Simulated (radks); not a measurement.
Values are calculated unless marked as measured or tabulated.
Q: These are the eigenvalues of the occupied orbitals of an atom or ion with whole-number occupations (eV). Level of theory: Dirac Kohn-Sham, PBEsol, spin-unpolarised, spherical densities, finite nucleus; Fermi nuclear charge, rms radius of each element as measured or else 0.836 A^(1/3) + 0.57 fm (a radial shooting solver on a logarithmic mesh with Libxc functionals).

| orbital | eigenvalue |
|---|---|
| 1s1/2 | -44965.24 |
| 2s1/2 | -7316.082 |
| 2p1/2 | -6929.981 |
| 2p3/2 | -6370.102 |
| 3s1/2 | -1602.543 |
| 3p1/2 | -1436.830 |
| 3p3/2 | -1324.262 |
| 3d3/2 | -1035.837 |
| 3d5/2 | -1011.430 |
| 4s1/2 | -326.0987 |
| 4p1/2 | -263.0593 |
| 4p3/2 | -238.4565 |
| 4d3/2 | -134.7004 |
| 4d5/2 | -130.3277 |
| 5s1/2 | -50.7352 |
| 5p1/2 | -33.5815 |
| 5p3/2 | -30.1397 |
| 4f5/2 | -11.7505 |
| 4f7/2 | -11.2620 |
| 6s1/2 | -8.9276 |
| 5d3/2 | -8.7608 |
| 5d5/2 | -8.4920 |

Which element is it, and in what charge state? The configuration may be excited. Open shells, if any, are shared by 2j + 1.

A: Z = 61, promethium, charge +1: Pm+ in [Kr] 4d10 4f5 5s1 5p6 6s1 5d1. The list shows which subshells hold electrons but not how many an open one holds; the 1s level, -1652.4 hartree, gives Z - s = 57.5 by -(Z - s)^2/2, which with screening and relativity narrows Z to a few neighbours, and the depths of the outer levels then fix element, charge and occupations together.
